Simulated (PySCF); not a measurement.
## SbH at PBE0

Level: PBE0. basis Sb cc-pVTZ-PP with ECP28, H cc-pVTZ; scalar-relativistic core potentials; PySCF 2.14.

- state: singlet, one real π or δ orbital doubly filled, a mixture of terms (⟨Lz²⟩ = 2.0), a second solution, started from another occupation
- bond length: 1.717 Å
- harmonic wavenumber: 1952 cm⁻¹
- force constant: 2.24 mdyn/Å
- rotational constant Be: 5.720 cm⁻¹
- anharmonicity ωexe: 28.2 cm⁻¹
- vibration–rotation constant αe: 0.138 cm⁻¹
- energy of the minimum from ground-state Sb + H: -1.28 eV
- HOMO–LUMO gap: 1.08 eV
- bond order (Mayer): 0.99
- dipole moment (positive dipole means Sb(−)H(+)): -0.17 D

These are scalar-relativistic numbers at best; spin–orbit coupling would shift them, the dissociation energy most.
